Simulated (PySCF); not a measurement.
What an electron can do to SbBr

r²SCAN in PySCF with def2-TZVPPD on every atom (core potentials on Sb), for the lowest determinant that a PBE0 search found; no spin–orbit coupling.

| species | state (unpaired electrons) | Re (Å) | ωe (cm⁻¹) | energy of the minimum from the neutral (eV) | De (eV) | dissociates to |
| --- | --- | --- | --- | --- | --- | --- |
| SbBr | triplet (π ↑↑) | 2.494 | 258 | 0.00 | 2.92 | Sb + Br |
| SbBr⁺ | doublet (π ↑) | 2.386 | 311 | 8.50 | 3.59 | Sb⁺ + Br |
| SbBr⁻ | doublet (π ↑) | 2.640 | 198 | -1.29 | 0.69 | Sb + Br⁻ |

Problem. Work out the lowest energy to break SbBr into atoms, from its vibrational ground state.

Solution. D0 = De − ωe/2 = 2.92 − 0.02 = 2.90 eV (r²SCAN/def2-TZVPPD).

Problem. Work out the ionisation energy of the Sb atom at this level and the threshold of dissociative ionisation.

Solution. IE(Sb) = 8.50 + 3.59 − 2.92 = 9.17 eV, so Sb⁺ + Br + e⁻ appears at D0 + IE(Sb) = 12.07 eV (r²SCAN/def2-TZVPPD). The measured IE(Sb) is 8.608 eV (NIST ASD).

Problem. Work out the electron affinity of the Br atom and the threshold of dissociative attachment.

Solution. EA(Br) = 2.92 − 0.69 − (-1.29) = 3.52 eV, so Sb + Br⁻ needs D0 − EA(Br) = -0.62 eV (negative: it is exothermic at zero electron energy) (r²SCAN/def2-TZVPPD). The measured EA(Br) is 3.364 eV.

Problem. At which energy does ion-pair formation open?

Solution. Sb⁺ + Br⁻ lies at D0 + IE(Sb) − EA(Br) = 8.55 eV (r²SCAN/def2-TZVPPD).

These are thermodynamic thresholds; the onsets seen under electron impact lie higher where the geometry changes, and cross-sections peak well above them.

Spin–orbit coupling is left out, which matters for elements this heavy, above all for dissociation energies. For an ion De counts to the pair picked by the measured ionisation energies or electron affinities, which need not be the lowest pair at this level. The highest Kohn–Sham level is positive in this anion. Much of that is self-interaction error, but it also means that the finite basis helps to hold the extra electron. States were picked by a PBE0 search and need not be the measured ground states.
